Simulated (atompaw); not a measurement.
# A failed generation for antimony

Input:

```
Sb 51
GGA-PBE scalarrelativistic loggrid 1500 logderivrange -3 5 201
5 5 4 0 0 0
5 1 3
0 0 0
c
c
c
c
v
c
c
c
v
c
c
1
2.30 2.30 1.95 1.45
y
3.6
n
y
0.5
n
custom rrkj vanderbiltortho besselshape
bessel
1.90
2.30
1.32
2.30
PWSCFOUT
UPFDX 0.0125d0 UPFXMIN -7.d0 UPFZMESH 51.d0
END
```

```bash
atompaw < Sb.input > Sb.log
```

End of the output:

```
  2  999    5    0    0.3600000E+01  0.1548922E+01  0.0000000E+00
  3    5    3    1   -0.3548547E+00 -0.4465320E+00  0.3000000E+01
  4  999    4    1    0.5000000E+00  0.4938018E+00  0.0000000E+00

 Eigenvalues of overlap operator (in the basis of projectors):
    1       -2.13113713E+00
    2        5.20572984E-01
    3        9.06019892E-01
    4        2.27622149E+01

The overlap operator has at least one negative eigenvalue!
It might be not positive definite...
Program is stopping.
This probably means that your projectors are too similar
or that your PAW basis is incomplete.
Advice: try to change your input parameters (f.i. : reference energies).
```

Why did it fail, and what change makes it run?

The run stopped because the overlap operator built from these waves and projectors is not positive definite. A run that differs only in the following succeeds: wave 5p (bound): rc 1.32 bohr becomes 5p (bound): rc 2.30 bohr. The answer isn't unique; the calculation gave this one.
